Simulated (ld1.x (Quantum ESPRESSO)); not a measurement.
**What the settings do to the TM potential of praseodymium (Pr)**

Base potential:

praseodymium, norm-conserving Troullier–Martins (Kleinman–Bylander form), made with ld1.x (Quantum ESPRESSO) 7.5 (BP86, fully relativistic). Core [Kr] 4d10, reference 4f3 5s2 5p6 5d0 6s2 6p0. Waves: 5s (bound): rc 2.10 bohr; 5p (bound): rc 2.65 bohr; 5d (bound, empty): rc 3.70 bohr; 4f (bound): rc 1.50 bohr. Local part: all-electron potential smoothed inside 3.60 bohr (lloc = -2). Core correction: none.

Open shells are filled in proportion to 2j + 1 (rel_dist='average').

Occupied shells without a wave of their own: 6s. They enter only through the test configuration that unscreens the potential.

All-electron outer shells of the reference configuration (BP86, scalar-relativistic, ld1.x):

```tsv
shell	level (eV)	outermost node (bohr)	outermost maximum (bohr)
4p	-215.32	0.32	0.60
4d	-110.59	0.30	0.64
5s	-39.12	0.74	1.35
5p	-21.55	0.79	1.53
6s	-3.59	1.81	3.80
5d	-2.15	0.91	2.28
4f	-1.36	–	0.69
6p	-1.32	2.18	5.13
```

Cutoffs, loose and tight: the cutoffs (Ry, on a coarse ladder) from which the occupation-weighted sum of valence levels, in a spherical-Bessel basis at the reference potential, stays within 10 and 1 mRy of its value at 400 Ry. They do not see the model core or the augmentation charge, which bear on the density cutoff. Test errors are all-electron minus pseudo excitation energies from the reference, over the configurations 4f3 5s2 5p6 5d0 6s1 6p0; 4f3 5s2 5p6 5d0 6s0 6p0; 4f2 5s2 5p6 5d0 6s0 6p0; 4f2 5s2 5p6 5d1 6s1 6p0; 4f3 5s2 5p6 5d0 6s1.5 6p0; 4f1 5s2 5p6 5d0 6s0 6p0; 4f3 5s2 5p6 5d0 6s1 6p1. A dash means not determined; rows that change the core or the reference have their own tests.

Cutoffs are not given where the Bessel-basis levels miss the radial ones by over 6 mRy, ghosts where they miss by over 20 mRy; a channel whose overlap is not positive is not tested.

| change | outcome | bound ghosts | largest test error (meV) |
| --- | --- | --- | --- |
| base | generated, misses its reference levels by 0.52 eV | not determined | +3920 |
| wave 5p (bound): rc 2.65 bohr becomes 5p (bound): rc 1.70 bohr | generated, misses its reference levels by 0.52 eV | not determined | +3563 |
| wave 5p (bound): rc 2.65 bohr becomes 5p (bound): rc 2.02 bohr | generated, misses its reference levels by 0.52 eV | not determined | +3641 |
| wave 5p (bound): rc 2.65 bohr becomes 5p (bound): rc 2.24 bohr | generated, misses its reference levels by 0.52 eV | not determined | +3733 |
| wave 5p (bound): rc 2.65 bohr becomes 5p (bound): rc 2.50 bohr | generated, misses its reference levels by 0.52 eV | not determined | +3869 |
| wave 5p (bound): rc 2.65 bohr becomes 5p (bound): rc 2.74 bohr | generated, misses its reference levels by 0.52 eV | not determined | +3942 |
| wave 5p (bound): rc 2.65 bohr becomes 5p (bound): rc 3.00 bohr | generated, misses its reference levels by 0.52 eV | not determined | +4005 |
| wave 5p (bound): rc 2.65 bohr becomes 5p (bound): rc 3.16 bohr | generated, misses its reference levels by 0.52 eV | not determined | +4018 |
| wave 5p (bound): rc 2.65 bohr becomes 5p (bound): rc 3.50 bohr | generated, misses its reference levels by 0.52 eV | not determined | +4006 |
| wave 5p (bound): rc 2.65 bohr becomes 5p (bound): rc 3.70 bohr | generated, misses its reference levels by 0.52 eV | not determined | +3981 |

(1) What comes out with this change to the base: wave 5p (bound): rc 2.65 bohr becomes 5p (bound): rc 3.96 bohr?

Results:

(1) outcome: generated, misses its reference levels by 0.52 eV; bound ghosts: none; largest test error (meV): +3927.
